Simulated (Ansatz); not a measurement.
C3H9GeO3 (SMILES C[O][Ge]([O]C)[O]C), doublet, geometry from GFN2-xTB. Base run: HF/3-21G (Ansatz, a quantum-chemistry and plane-wave program).

The Ansatz input:
Ansatz 0.2 input:
```yaml
crystal:
  periodic: [false, false, false]
  atoms:
    - {symbol: C, position_ang: [-0.61524808, 2.65818233, -0.46800372]}
    - {symbol: O, position_ang: [0.28408631, 1.64784883, -0.11625262]}
    - {symbol: Ge, position_ang: [-0.10083479, -0.02242942, 0.56830273]}
    - {symbol: O, position_ang: [1.31781254, -1.03513080, -0.03872724]}
    - {symbol: C, position_ang: [2.67630524, -0.70752986, -0.01681443]}
    - {symbol: O, position_ang: [-1.48251348, -0.58616227, -0.51787358]}
    - {symbol: C, position_ang: [-1.82210023, -1.89749953, -0.86193809]}
    - {symbol: H, position_ang: [-1.51316828, 2.25826774, -0.94273764]}
    - {symbol: H, position_ang: [-0.89692187, 3.25812136, 0.40276836]}
    - {symbol: H, position_ang: [-0.09602552, 3.30472965, -1.18266347]}
    - {symbol: H, position_ang: [2.84574333, 0.34645561, -0.24478378]}
    - {symbol: H, position_ang: [3.12649433, -0.95055028, 0.95054375]}
    - {symbol: H, position_ang: [3.15799107, -1.31747257, -0.78772475]}
    - {symbol: H, position_ang: [-2.45284980, -2.35723630, -0.09492566]}
    - {symbol: H, position_ang: [-2.39414742, -1.83870941, -1.79342067]}
    - {symbol: H, position_ang: [-0.93922721, -2.51722811, -1.02937874]}
basis:
  gaussian:
    orbitals: 3-21G.json
hamiltonian:
  xc: hf
magnetization: {spin_polarized: true, initial_magnetization: 1}
```
The basis file holds 3-21G in the JSON format of the Basis Set Exchange.

Each row names what was changed in the base input (with any setting that the change needs).

```tsv
change	basis functions	E (Eh)
base	95	-2406.92814
basis = ANO-RCC-VDZP; relativity = spin-free X2C	156	-2440.82792
basis = cc-pVDZ-DK; relativity = spin-free X2C	156	-2440.63763
basis = jorge-DZP-DKH; relativity = spin-free X2C	178	-2440.65590
basis = jorge-DZP-DKH; relativity = spin-free X2C; nucleus = Gaussian	178	-2440.64398
basis = cc-pVDZ-DK; relativity = none	156	-2406.83878
basis = cc-pVDZ-DK; relativity = spin-free X2C; nucleus = Gaussian	156	-2440.62597
basis = jorge-DZP-DKH; relativity = none	178	-2413.71720
basis = ANO-RCC-VDZP; relativity = spin-free X2C; nucleus = Gaussian	156	-2440.81452
basis = ANO-RCC-VDZP; relativity = none	156	-2405.61108
```

Totals shift with the method and basis; they matter in differences.

Ansatz warned in this series: the basis is contracted for relativity, which the run leaves out.

Basis sets contracted for a relativistic Hamiltonian are a mismatch without it, so the rows without relativity aren't non-relativistic limits. No row has spin-orbit coupling; sets with core potentials leave out the core electrons.
